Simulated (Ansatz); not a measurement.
Two isomers of C2H7FSSi: A = `C[SiH](F)CS`, B = `C[Si](C)(F)S`.

Program: Ansatz. Geometries: PBE0-D4/def2-TZVP. ΔE: electronic, gas phase. CCSD(T)/CBS adds triple-zeta CCSD(T) − MP2 to the extrapolated MP2 energy (def2 sets, frozen cores). DFT in def2-TZVPP. B3LYP here is the variant with VWN-RPA as its local correlation; programs differ in this. Each species was taken in one conformer, which may not be the lowest.

A:

Z-matrix (Å, degrees):
```
C
Si 1 1.850
H 1 1.092 2 110.7
H 1 1.092 2 110.8 3 -120.7
H 1 1.094 2 110.3 3 119.8
F 2 1.608 1 109.1 3 65.2
C 2 1.869 1 112.5 3 -53.0
H 2 1.488 1 111.8 3 -177.3
S 7 1.815 2 111.8 1 62.3
H 7 1.092 2 112.3 1 -172.6
H 7 1.094 2 109.1 1 -54.0
H 9 1.343 7 97.1 2 49.8
```

B:

Z-matrix (Å, degrees):
```
C
Si 1 1.854
H 1 1.093 2 110.6
H 1 1.093 2 110.8 3 119.8
H 1 1.092 2 110.6 3 -120.5
C 2 1.854 1 112.6 3 -56.5
F 2 1.603 1 108.4 3 63.5
S 2 2.143 1 111.8 3 176.6
H 6 1.092 2 110.6 1 176.9
H 6 1.093 2 110.8 1 -63.3
H 6 1.094 2 110.6 1 56.5
H 8 1.344 2 93.2 1 63.5
```

Question: Which is lower in electronic energy at CCSD(T)/CBS, and by how much? (An estimate is asked.)

Answer: Ansatz gave: B, by 29.5 kcal/mol.

Question: Give E(B) − E(A) in kcal/mol with PBE0-D4, r2SCAN-D4, MP2/def2-TZVPP, CCSD(T)/def2-TZVPP, B3LYP-D4, B2PLYP, HF/def2-TZVPP. (Best estimate.)

Answer: Computed: PBE0-D4 -29.8, r2SCAN-D4 -30.6, MP2/def2-TZVPP -30.1, CCSD(T)/def2-TZVPP -29.2, B3LYP-D4 -29.1, B2PLYP -29.4, HF/def2-TZVPP -29.3. None reverses the order clearly.

Largest T1 diagnostic: 0.011.
